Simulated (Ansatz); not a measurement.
Basis sets compared for Na₁₄Cl₁₄ (started as a model of: 2x2x7 NaCl rock-salt block). The state is a singlet with charge 0. Geometry r2SCAN-D4/def2-SVP. Ansatz on 4 threads of AMD EPYC 7R13 on a shared host and a share (37 GiB) of an NVIDIA H100 80GB HBM3; times are rough, and most runs start from earlier orbitals.

```csv
atom,x (Å),y (Å),z (Å)
Cl1,0.216,2.976,-4.771
Cl2,-1.259,-0.761,-1.416
Cl3,-2.764,-4.517,1.902
Cl4,0.805,6.842,-4.390
Cl5,-0.752,3.093,-0.994
Cl6,-2.252,-0.677,2.364
Cl7,-3.710,-4.506,5.716
Cl8,3.710,4.504,-5.716
Cl9,2.251,0.677,-2.363
Cl10,0.751,-3.092,0.994
Cl11,-0.803,-6.842,4.390
Cl12,2.765,4.517,-1.902
Cl13,1.258,0.762,1.417
Cl14,-0.217,-2.976,4.771
Na15,1.180,4.966,-6.168
Na16,-0.368,1.203,-2.925
Na17,-1.861,-2.549,0.417
Na18,-3.276,-6.235,3.807
Na19,0.166,4.856,-2.755
Na20,-1.338,1.076,0.611
Na21,-2.842,-2.703,3.977
Na22,2.842,2.703,-3.977
Na23,1.337,-1.075,-0.610
Na24,-0.165,-4.856,2.755
Na25,3.277,6.233,-3.808
Na26,1.860,2.550,-0.417
Na27,0.367,-1.202,2.925
Na28,-1.179,-4.966,6.168
```

Single mean-field runs in def2-SVP, def2-TZVP are fitted with def2-universal-jkfit. Another isomer (singlet) lies 0.08 eV lower at PBE0-D4/def2-TZVP; other spin states weren't run for this one.

```csv
level,functions,energy (Eh),HOMO (eV),LUMO (eV),wall time
HF/STO-3G,252,-8604.7797,-7.66,12.38,1.8 s
PBE-D4/def2-SVP,462,-8709.7522,-6.40,-1.38,3.6 s
PBE0-D4/def2-SVP,462,-8710.5488,-7.78,-0.76,3.7 s
```

Question: Estimate the rows for HF/def2-TZVP, PBE-D4/def2-TZVP (with forces), PBE0-D4/def2-TZVP.

Answer: 
```csv
level,functions,energy (Eh),HOMO (eV),LUMO (eV),wall time
HF/def2-TZVP,966,-8701.0385,-11.11,0.61,4.4 s
PBE-D4/def2-TZVP (with forces),966,-8712.7071,-6.56,-1.45,6 s
PBE0-D4/def2-TZVP,966,-8713.4611,-7.91,-0.85,6 s
```
